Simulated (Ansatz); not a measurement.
`[CH3][SnH]([OH])[Cl]` + HBr → `[OH][SnH]([Cl])[Br]` + CH₄ at 700 K and 1 bar (ligand exchange at the Sn–C bond).

Computed with Ansatz on PBE0-D4/def2-TZVP structures; ΔE is electronic, products minus reactants. CCSD(T)/CBS adds triple-zeta CCSD(T) − MP2 to the extrapolated MP2 energy (def2 sets, frozen cores). This one scheme is used for every species. def2 core potentials past Kr. For Br, Sn outer-core shells are correlated without core-valence functions, which leaves a few kJ/mol of doubt a bond. Scalar relativity is left out up to krypton. One conformer a species, not always the lowest.

| species | CCSD(T)/CBS energy (Eh) | H − E (kJ/mol) | S (J/(mol·K)) |
| --- | --- | --- | --- |
| `[CH3][SnH]([OH])[Cl]` | -790.11028 | 225.7 | 481.1 |
| HBr | -2573.91920 | 36.5 | 223.7 |
| `[OH][SnH]([Cl])[Br]` | -3323.61080 | 121.3 | 456.7 |
| CH₄ | -40.46206 | 145.9 | 224.0 |

H − E and S are ideal-gas, rigid-rotor, harmonic terms from PBE0-D4/def2-TZVP, for one conformer and one mirror image of each species. 1 Eh = 2625.50 kJ/mol, R = 8.31446 J/(mol·K).

Q: By hand: ΔE, ΔH, ΔS and ΔG.

A: ΔE = (-3323.61080) + (-40.46206) − (-790.11028) − (-2573.91920) = -0.04338 Eh = -113.9 kJ/mol. Δ(H − E) = 121.3 + 145.9 − 225.7 − 36.5 = 5.0, so ΔH = -108.9 kJ/mol. ΔS = 456.7 + 224.0 − 481.1 − 223.7 = -24.1 J/(mol·K). ΔG = -108.9 − 700 × (-24.1)/1000 = -92.0 kJ/mol.

Q: By hand: the equilibrium constant, and the temperature at which ΔG would vanish if ΔH and ΔS stayed fixed.

A: log₁₀ K = −ΔG/(RT ln 10) = 6.9. ΔG = 0 at ΔH/ΔS = 4519 K, far beyond where these terms or the molecules hold.

ΔH outweighs TΔS. A doubt of 5 kJ/mol in ΔE shifts log₁₀ K by 0.4 here. Other conformers and mirror images would add mixing entropy, several J/(mol·K) or more a flexible species. Modes under 60 cm⁻¹, often nearly free rotors, make the harmonic entropy too high. These are equilibria of isolated gas molecules and say nothing of rates. Largest T1 diagnostic: 0.012 (customary marks: 0.02 for closed shells, 0.045 for open ones).
